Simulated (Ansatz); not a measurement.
Species: chloro(trimethyl)germane, C3H9ClGe, charge 0, multiplicity 1. 
Coordinates optimised at B3LYP-D3(BJ)/def2-TZVP (Ansatz, a first-principles code):
```xyz
14

C     -1.6247    -0.9952     0.7707
Ge    -0.0299     0.0295     0.2851
C      1.6046    -0.6979     1.0782
C     -0.2375     1.9478     0.6112
Cl     0.1983    -0.1961    -1.8934
H     -1.7987    -0.9266     1.8458
H     -2.4946    -0.6026     0.2458
H     -1.4926    -2.0418     0.4998
H      1.7170    -1.7464     0.8053
H      2.4717    -0.1455     0.7186
H      1.5590    -0.6175     2.1655
H      0.6408     2.4842     0.2545
H     -1.1158     2.3225     0.0872
H     -0.3563     2.1335     1.6800
```
Charge 0, spin multiplicity 1.

Computed values are from Ansatz. Cores are frozen in the correlated levels unless marked. UHF or UKS for open shells. Spin-orbit coupling is left out. The frozen core is the preceding noble-gas configuration, with the filled d and f shells of earlier blocks. Non-relativistic. CBS(X,Y): correlation extrapolated as X^-3; Hartree-Fock from the larger set. [CCSD(T)-MP2]/basis is that difference in the basis named.

| Quantity | Result |
|---|---|
| atomisation energy De | 5089.9 kJ/mol at CCSD(T)/CBS(def2-TZVPPD,def2-QZVPPD) |
| vertical triplet-singlet gap | 7.87 eV at RI-MP2/CBS(def2-TZVPPD,def2-QZVPPD)+[CCSD(T)-MP2]/def2-TZVPPD |
| total energy | -2654.9491 Eh at CCSD(T)/CBS(def2-TZVPPD,def2-QZVPPD) |
| dipole moment | 2.92 D at CCSD(T)/def2-SVPD |
| T1 diagnostic | 0.009 at CCSD/def2-QZVPPD |
